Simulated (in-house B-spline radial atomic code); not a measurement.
A fraction x of an electron is removed from 5s in neutral molybdenum, starting from [Kr] 4d5 5s1 and keeping the highest spin. Computed with a B-spline radial code for spherical atoms: scalar-relativistic (X2C) PBE, spin-polarised, spherical fractional occupations, Fermi nucleus of rms radius 4.4091 fm.

```json
{"x": "0", "E(x) - E(0) (eV)": "0.0000", "5s up level (eV)": "-4.609"}
{"x": "0.06", "E(x) - E(0) (eV)": "0.2864", "5s up level (eV)": "-4.937"}
{"x": "0.22", "E(x) - E(0) (eV)": "1.1473", "5s up level (eV)": "-5.827"}
{"x": "0.27", "E(x) - E(0) (eV)": "1.4456", "5s up level (eV)": "-6.109"}
{"x": "0.41", "E(x) - E(0) (eV)": "2.3566", "5s up level (eV)": "-6.907"}
{"x": "0.5", "E(x) - E(0) (eV)": "3.0016", "5s up level (eV)": "-7.427"}
{"x": "0.6", "E(x) - E(0) (eV)": "3.7734", "5s up level (eV)": "-8.010"}
{"x": "0.71", "E(x) - E(0) (eV)": "4.6901", "5s up level (eV)": "-8.659"}
{"x": "0.77", "E(x) - E(0) (eV)": "5.2204", "5s up level (eV)": "-9.016"}
{"x": "0.94", "E(x) - E(0) (eV)": "6.8399", "5s up level (eV)": "-10.040"}
{"x": "1", "E(x) - E(0) (eV)": "7.4532", "5s up level (eV)": "-"}
```

The exact functional would give a straight line between the two integer points. Deviations E(x) - E(0) - x[E(1) - E(0)], in eV: -0.161 at x = 0.06, -0.492 at x = 0.22, -0.567 at x = 0.27, -0.699 at x = 0.41, -0.725 at x = 0.5, -0.699 at x = 0.6, -0.602 at x = 0.71, -0.519 at x = 0.77, -0.166 at x = 0.94.

The curve lies below the straight line by up to 0.725 eV (at x = 0.5): convex, the delocalisation error that favours fractional charges.

How well does Slater's transition state (minus the level at half occupation) give the ionisation energy?

It gives 7.427 eV against 7.453 eV from the two total energies; NIST lists 7.09 eV, ground level to ground level.
